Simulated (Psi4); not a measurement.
A dimer, F2Mg ··· H2S (SMILES [F][Mg][F] and S); the first 3 atoms form monomer A.

```
6

Mg     0.0000     0.0001     0.0002
F     -0.2133     1.3807    -1.0542
F      0.2133    -1.3808     1.0540
S     -1.2687     0.9624     2.0534
H     -0.2965     0.4293     2.8105
H     -1.9847    -0.1733     2.0676
```

Question: What interaction energy does SAPT0/jun-cc-pVDZ, frozen core run with Psi4 1.11 give, and which attractive term is the largest?

Answer: Total -7.55 kcal/mol: electrostatics -22.94, exchange 26.76, induction -8.99, dispersion -2.38. The most attractive term is electrostatics.
